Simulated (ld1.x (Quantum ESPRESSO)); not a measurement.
**Which change was made? (K, RRKJ)**

ld1.x (Quantum ESPRESSO) 7.5 input, shortened:

```
&input
   title='K', zed=19., rel=1, dft='BP', iswitch=3,
   config='[Ar] 3d0 4s0.5 4p0'
 /
 &inputp
   pseudotype=2, tm=.false., rho0=0.005, lloc=0,
   nlcc=.false.
 /
3
4P  2  1   0.00   0.00  4.00  4.00  0.0
3D  3  2   0.00   0.00  4.20  4.20  0.0
4S  1  0   0.50   0.00  3.05  3.05  0.0
 &test
   configts(1)='3d0 4s0.5 4p0'
 /
```

Cutoffs, loose and tight: the cutoffs (Ry, on a coarse ladder) from which the occupation-weighted sum of valence levels, in a spherical-Bessel basis at the reference potential, stays within 10 and 1 mRy of its value at 400 Ry. They do not see the model core or the augmentation charge, which bear on the density cutoff. Test errors are all-electron minus pseudo excitation energies from the reference, over the configurations 3d0 4s1 4p0; 3d0 4s0 4p1; 3d1 4s0 4p0; 3d0.5 4s0.5 4p0; variants that change the core or the reference have their own tests.

The base gives: outcome: generated; cutoff, loose: 6 Ry; cutoff, tight: 6 Ry; bound ghosts: none; largest test error (meV): +117.

(1) After one change the result is: outcome: generated; cutoff, loose: 6 Ry; cutoff, tight: 6 Ry; bound ghosts: none; largest test error (meV): +37. Which change was it?
A. wave 4p (bound): rc 4.00 bohr becomes 4p (bound): rc 2.88 bohr
B. functional BLYP
C. type ultrasoft; waves now 4s (bound): rcut 2.65, rcutus 3.05 bohr; 4s channel at 1.65 Ry: rcut 2.65, rcutus 3.05 bohr; 4p (bound): rcut 3.50, rcutus 4.00 bohr; 4p channel at 0.4 Ry: rcut 3.50, rcutus 4.00 bohr; 3d (bound): rcut 3.65, rcutus 4.20 bohr; 3d channel at 0.75 Ry: rcut 3.65, rcutus 4.20 bohr; local potential all-electron potential smoothed inside 2.80 bohr (lloc = -1); augmentation PSQ, radius 2.85 bohr; rho0 0
D. functional PBEsol
E. all radii scaled by about 1.18 (s 3.60, p 4.72, d 4.96 bohr)

Results:

(1) E. The others give: functional BLYP → outcome: generated; cutoff, loose: 6 Ry; cutoff, tight: 6 Ry; bound ghosts: none; largest test error (meV): +218 | type ultrasoft; waves now 4s (bound): rcut 2.65, rcutus 3.05 bohr; 4s channel at 1.65 Ry: rcut 2.65, rcutus 3.05 bohr; 4p (bound): rcut 3.50, rcutus 4.00 bohr; 4p channel at 0.4 Ry: rcut 3.50, rcutus 4.00 bohr; 3d (bound): rcut 3.65, rcutus 4.20 bohr; 3d channel at 0.75 Ry: rcut 3.65, rcutus 4.20 bohr; local potential all-electron potential smoothed inside 2.80 bohr (lloc = -1); augmentation PSQ, radius 2.85 bohr; rho0 0 → outcome: failed: chargeps: negative rho | wave 4p (bound): rc 4.00 bohr becomes 4p (bound): rc 2.88 bohr → outcome: failed: compute_chi: n is too large | functional PBEsol → outcome: generated; cutoff, loose: 6 Ry; cutoff, tight: 6 Ry; bound ghosts: none; largest test error (meV): +49.
